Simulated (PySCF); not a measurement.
Species: C2H8Ge2.
Bonds: C1–C2 (double), C2–Ge3, Ge3–Ge4. Hydrogens: H5, H6 on C1; H7 on C2; H8, H9 on Ge3; H10, H11, H12 on Ge4.

Computed, not measured: PBE0-D3(BJ)/def2-SVP geometry optimisation, gas phase in PySCF 2.14.0.

(1) Give the optimised bond lengths and angles.

Answers

(1) 
```csv
bond,length (Å)
C1=C2,1.335
C2–Ge3,1.944
Ge3–Ge4,2.421
C1–H5,1.096
C1–H6,1.096
C2–H7,1.098
"Ge3–H8, Ge3–H9",1.544
"Ge4–H10, Ge4–H11, Ge4–H12",1.540
```

Bonds in one row agree within 0.01 Å and their mean is given. A selection of angles:
```csv
angle,degrees
C2–C1–H5,121.7
C2–C1–H6,122.4
H5–C1–H6,115.8
C1–C2–Ge3,124.2
C1–C2–H7,118.6
Ge3–C2–H7,117.2
C2–Ge3–Ge4,110.7
C2–Ge3–H8,109.6
Ge4–Ge3–H8,109.7
H8–Ge3–H9,107.1
Ge3–Ge4–H10,110.7
Ge3–Ge4–H11,110.0
H10–Ge4–H11,108.4
```

Dihedral angles: C1–C2–Ge3–Ge4 1° (synperiplanar).

Ge3 (germanium bonded to C, Ge and 2 H) is tetrahedral (angles from 107.1° to 110.7°). The 4 heavy atoms lie in one plane (0.003 Å rms). Ge4 (germanium bonded to Ge and 3 H) is tetrahedral (angles from 108.2° to 111.1°).

Point group: Cs (tolerance 0.08 Å). PBE0-D3(BJ)/def2-SVP frequencies: not computed here. One conformer, not necessarily the lowest.

The run took 1.7 min on Arm Neoverse V2, one thread, shared host, and the process peaked at 0.53 GiB of memory. That covers the optimisation of the geometry.
